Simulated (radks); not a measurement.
Question: These are the eigenvalues of the occupied orbitals of an atom or ion with whole-number occupations (eV). All-electron calculation, Dirac Kohn-Sham, PBE, spin-unpolarised, spherical densities, finite nucleus; Fermi nuclear charge, rms radius of each element as measured or else 0.836 A^(1/3) + 0.57 fm. Program: a radial shooting solver on a logarithmic mesh with Libxc functionals.

| orbital | eigenvalue |
|---|---|
| 1s1/2 | -45004.69 |
| 2s1/2 | -7339.769 |
| 2p1/2 | -6952.427 |
| 2p3/2 | -6392.248 |
| 3s1/2 | -1625.284 |
| 3p1/2 | -1459.166 |
| 3p3/2 | -1346.541 |
| 3d3/2 | -1057.746 |
| 3d5/2 | -1033.345 |
| 4s1/2 | -347.9643 |
| 4p1/2 | -284.6941 |
| 4p3/2 | -260.0045 |
| 4d3/2 | -155.8522 |
| 4d5/2 | -151.4424 |
| 5s1/2 | -69.1372 |
| 5p1/2 | -51.5305 |
| 5p3/2 | -47.8865 |
| 4f5/2 | -31.7996 |

Which element is it, and in what charge state? The configuration may be excited. Open shells, if any, fill j = l - 1/2 first.

Answer: Z = 61, promethium, charge +3: Pm3+ in [Xe] 4f4. The list shows which subshells hold electrons but not how many an open one holds; the 1s level, -1653.9 hartree, gives Z - s = 57.5 by -(Z - s)^2/2, which with screening and relativity narrows Z to a few neighbours, and the depths of the outer levels then fix element, charge and occupations together.
